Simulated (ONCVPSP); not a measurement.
## Which change was made? (Se, ONCV)

Se, optimised norm-conserving Vanderbilt (ONCV), made with ONCVPSP 4.0.1 (PBE, fully relativistic). Core [Ar] 3d10, reference 4s2 4p3.5 (charge +0.5). Waves: 4s: rc 1.65 bohr, ncon 3, nbas 8, qcut 3.9 1/bohr, 2 projectors, debl 3.4 Ha; 4p: rc 1.25 bohr, ncon 4, nbas 7, qcut 6.1 1/bohr, 2 projectors, debl 2.1 Ha; d scattering state at 0.43 Ha: rc 1.60 bohr, ncon 4, nbas 7, qcut 6.2 1/bohr, 1 projector. Local part: polynomial inside 1.00 bohr (lpopt 3, dvloc0 2 Ha). Core correction: Teter function, fcfact 3.5, rcfact 1.5.

Open shells are filled in proportion to 2j + 1.

Cutoffs, loose and tight: the cutoffs (Ha) at which the residual kinetic energy of the hardest occupied pseudo-wave falls to 1 and 0.1 mHa per electron. They do not see the model core or the augmentation charge, which bear on the density cutoff. Test errors are all-electron minus pseudo excitation energies from the reference, over the configurations 4s2 4p4; 4s2 4p3; 4s2 4p2; 4s1 4p4; variants that change the core or the reference have their own tests.

The base gives: outcome: generated; cutoff, loose: 82 Ha; cutoff, tight: 100 Ha; bound ghosts: p3/2, p1/2; GHOST(+) flags above zero: s; largest test error (meV): -31.

Task: After one change the result is: outcome: generated; cutoff, loose: 118 Ha; cutoff, tight: 133 Ha; bound ghosts: p3/2, p1/2; GHOST(+) flags above zero: s; largest test error (meV): -32. Which change was it?
A. scalar-relativistic
B. p: ncon 5, nbas 8
C. core correction Teter function, fcfact 3.5, rcfact 2.04

Result: B. The others give: core correction Teter function, fcfact 3.5, rcfact 2.04 → outcome: generated; cutoff, loose: 82 Ha; cutoff, tight: 100 Ha; bound ghosts: p3/2, p1/2; GHOST(+) flags above zero: s; largest test error (meV): -230 | scalar-relativistic → outcome: generated; cutoff, loose: 82 Ha; cutoff, tight: 99 Ha; bound ghosts: p; GHOST(+) flags above zero: s; largest test error (meV): -36.
